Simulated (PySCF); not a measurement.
**Fractional electron number in Ne(2+) (neon, charge +2)**

The 2p beta orbital of [He] 2s2 2p4 is emptied in steps (occupation f), with all orbitals relaxed, ending at [He] 2s2 2p3. Calculation: PySCF 2.14, in def2-TZVPPD; no relativity, point nucleus. The exact energy is a straight line in f; departures are measured from the line between the end points of the same method.

Task: Among UHF, LDA, PBE, PBE0, r2SCAN, LC-wPBE, BHandHLYP, wB97X, B3LYP, HSE06, which shows the largest delocalisation error (convex curve), and which is closest to linear?

Result: Most convex: LDA (-2.881 eV at f = 0.5); closest to linear: UHF (0.536 eV).

```tsv
f	UHF (eV)	LDA (eV)	PBE (eV)	PBE0 (eV)	r2SCAN (eV)	LC-wPBE (eV)	BHandHLYP (eV)	wB97X (eV)	B3LYP (eV)	HSE06 (eV)
1	0.000	0.000	0.000	0.000	0.000	0.000	0.000	0.000	0.000	0.000
0.75	0.414	-2.161	-2.125	-1.495	-1.897	-1.070	-0.887	-1.019	-1.640	-1.573
0.5	0.536	-2.881	-2.824	-1.983	-2.496	-1.411	-1.187	-1.338	-2.184	-2.084
0.25	0.390	-2.155	-2.102	-1.474	-1.843	-1.038	-0.893	-0.976	-1.632	-1.546
0	0.000	0.000	0.000	0.000	0.000	0.000	0.000	0.000	0.000	0.000
```

```tsv
method	E(f=0) − E(f=1) (eV)	−ε at f=1 (eV)	−ε at f=0.5 (eV)
UHF	61.862	64.145	61.797
LDA	63.638	52.137	63.653
PBE	63.890	52.548	63.950
PBE0	63.748	55.757	63.803
r2SCAN	63.630	53.406	63.773
LC-wPBE	64.055	58.321	64.136
BHandHLYP	63.713	59.004	63.696
wB97X	63.620	58.141	63.729
B3LYP	64.066	55.322	64.087
HSE06	63.803	55.388	63.871
```

Reference removal energy between the ground levels: 63.423 eV (measured; NIST Atomic Spectra Database, ionization energies). The calculation has no spin-orbit coupling. UHF lacks correlation.
